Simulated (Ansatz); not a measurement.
Species: sum formula SiNH2Cl3, net charge 0, singlet state. 
Coordinates optimised at B3LYP-D3(BJ)/def2-TZVP (Ansatz, an electronic-structure program):
```
Si
N 1 1.6862
H 2 1.0075 1 121.09
H 2 1.0075 3 112.95 1 -155.52
Cl 1 2.0424 2 108.29 3 163.61
Cl 1 2.0424 2 108.29 3 42.85
Cl 1 2.0541 2 115.20 3 -76.77
```
Charge 0, spin multiplicity 1.

Basis-set convergence of Hartree-Fock and CCSD(T) correlation energies (hartree) with Ansatz. Correlated levels leave the core frozen unless marked. Spin-orbit coupling is left out. No relativistic terms.

```csv
basis,functions,E(HF),"E(corr, CCSD(T))"
cc-pV(D+d)Z,116,-1723.26840,-0.73775
cc-pV(T+d)Z,214,?,?
```

Problem. Fill in the missing entries.

Solution. 
- cc-pV(T+d)Z, E(HF): -1723.35607
- cc-pV(T+d)Z, E(corr, CCSD(T)): -0.98508
